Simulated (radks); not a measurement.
The numbers below are computed, except where a source is named.
Spherical quantum dot in the effective-mass picture: electrons in a well V = -V0 / (1 + exp((r - R)/a)) with V0 = 4.86, R = 9.71, a = 0.64, with a point charge +2 (a donor) at the centre, all in effective atomic units (hartree* = m*/eps^2 hartree, bohr* = eps/m* bohr), one dielectric constant everywhere. Level of theory: non-relativistic Kohn-Sham, exchange-only LDA, spin-polarised, spherical densities (a radial shooting solver with Libxc functionals). Levels are named by radial order and angular momentum (1s, 1p, 1d, 2s, ...), and open shells are averaged over m. Results are scaled to m* = 0.157 and eps = 7.8, for which hartree* = 70.22 meV and bohr* = 2.629 nm. Each electron was tried in the lowest free levels, single moves between levels near the top were tried too, and the lowest total energy was kept; such a search can miss a lower state. The series stops at N = 35: beyond it a trial failed or the search could not be trusted, so later rows were left out. At N = 1 the Hartree and exchange-correlation terms need not cancel, so that row can carry a self-interaction error.

N	open shells	2S	E (meV)	mu = E(N) - E(N-1) (meV)	addition energy mu(N+1) - mu(N) (meV)	rms radius (nm)
1	1s(up 1, down 0)	1	-475.571	-475.57	77.35	2.361
2	none	0	-873.791	-398.22	64.79	3.028
3	2s(up 1, down 0)	1	-1207.22	-333.43	12.30	8.136
4	1p(up 1, down 0) 2s(up 1, down 0)	2	-1528.35	-321.13	10.26	10.16
5	1p(up 2, down 0) 2s(up 1, down 0)	3	-1839.22	-310.87	10.18	11.42
6	1p(up 3, down 0) 2s(up 1, down 0)	4	-2139.91	-300.69	13.95	12.32
7	1p(up 3, down 0)	3	-2426.65	-286.74	10.29	13.02
8	1p(up 3, down 1)	2	-2703.11	-276.46	8.962	13.59
9	1p(up 3, down 2)	1	-2970.60	-267.49	9.172	14.07
10	none	0	-3228.92	-258.32	13.45	14.47
11	1d(up 1, down 0)	1	-3473.79	-244.87	9.015	14.86
12	1d(up 2, down 0)	2	-3709.65	-235.86	9.038	15.19
13	1d(up 3, down 0)	3	-3936.47	-226.82	9.039	15.48
14	1d(up 4, down 0)	4	-4154.25	-217.78	9.028	15.74
15	1d(up 5, down 0)	5	-4363.00	-208.75	12.16	15.97
16	1d(up 5, down 1)	4	-4559.59	-196.59	8.675	16.18
17	1d(up 5, down 2)	3	-4747.50	-187.91	8.719	16.38
18	1d(up 5, down 3)	2	-4926.70	-179.20	8.740	16.55
19	1d(up 5, down 4)	1	-5097.16	-170.46	8.747	16.72
20	none	0	-5258.86	-161.71	13.66	16.87
21	1f(up 1, down 0)	1	-5406.91	-148.05	8.632	17.02
22	1f(up 2, down 0)	2	-5546.32	-139.41	8.630	17.17
23	1f(up 3, down 0)	3	-5677.11	-130.78	8.625	17.30
24	1f(up 4, down 0)	4	-5799.26	-122.16	8.617	17.43
25	1f(up 5, down 0)	5	-5912.81	-113.54	8.606	17.54
26	1f(up 6, down 0)	6	-6017.74	-104.93	8.595	17.66
27	1f(up 7, down 0)	7	-6114.08	-96.340	11.43	17.76
28	1f(up 7, down 1)	6	-6198.99	-84.912	8.411	17.86
29	1f(up 7, down 2)	5	-6275.49	-76.501	8.416	17.96
30	1f(up 7, down 3)	4	-6343.58	-68.085	8.418	18.05
31	1f(up 7, down 4)	3	-6403.25	-59.667	8.416	18.14
32	1f(up 7, down 5)	2	-6454.50	-51.252	8.412	18.23
33	1f(up 7, down 6)	1	-6497.34	-42.840	8.406	18.31
34	none	0	-6531.77	-34.434	14.03	18.39
35	1g(up 1, down 0)	1	-6552.17	-20.401	-	18.47

All shells are closed at N = 2, 10, 20, 34 (there: 1s2 1p6 1d10 2s2 1f14); the second difference of the energy has clear peaks (12 % above both neighbours; the first and last values, which can be the largest, are not judged, and half-filled shells can peak too) at N = 6, 10, 15, 20, 27.
